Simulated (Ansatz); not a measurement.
`O=C=[N][InH][Cl]` + H–F → `[F][InH][Cl]` + `N=C=O` at 700 K and 1 bar (ligand exchange at the In–N bond).

Calculated with Ansatz (gas phase, PBE0-D4/def2-TZVP geometries, no zero-point term in ΔE). CBS: MP2 limit from def2 TZ/QZ plus the TZ coupled-cluster correction, frozen cores. This one scheme is used for every species. Elements past krypton have def2 core potentials. For In outer-core shells are correlated without core-valence functions, which leaves a few kJ/mol of doubt a bond. Each species was taken in one conformer, which may not be the lowest.

```
           species  CCSD(T)/CBS energy (Eh)  H − E (kJ/mol)  S (J/(mol·K))
`O=C=[N][InH][Cl]`               -818.18295           114.6          450.0
               H–F               -100.39570            45.2          198.5
    `[F][InH][Cl]`               -750.05448            66.1          368.2
           `N=C=O`               -168.51995            89.3          283.6
```

H − E and S are ideal-gas, rigid-rotor, harmonic terms from PBE0-D4/def2-TZVP, for one conformer and one mirror image of each species. 1 Eh = 2625.50 kJ/mol, R = 8.31446 J/(mol·K).

Task: By hand: ΔE, ΔH, ΔS and ΔG.

Result: ΔE = (-750.05448) + (-168.51995) − (-818.18295) − (-100.39570) = 0.00422 Eh = 11.1 kJ/mol. Δ(H − E) = 66.1 + 89.3 − 114.6 − 45.2 = -4.4, so ΔH = 6.7 kJ/mol. ΔS = 368.2 + 283.6 − 450.0 − 198.5 = 3.3 J/(mol·K). ΔG = 6.7 − 700 × (3.3)/1000 = 4.4 kJ/mol.

Task: By hand: the equilibrium constant, and the temperature at which ΔG would vanish if ΔH and ΔS stayed fixed.

Result: log₁₀ K = −ΔG/(RT ln 10) = -0.3. ΔG = 0 at ΔH/ΔS = 2030 K, though so small a ΔH makes that figure unsure.

TΔS isn't small against ΔH here. The sign of ΔG lies within the doubt. A doubt of 5 kJ/mol in ΔE shifts log₁₀ K by 0.4 here. Other conformers and mirror images would add mixing entropy, several J/(mol·K) or more a flexible species. Modes under 60 cm⁻¹, often nearly free rotors, make the harmonic entropy too high. These are equilibria of isolated gas molecules and say nothing of rates. Largest T1 diagnostic: 0.018 (customary marks: 0.02 for closed shells, 0.045 for open ones).
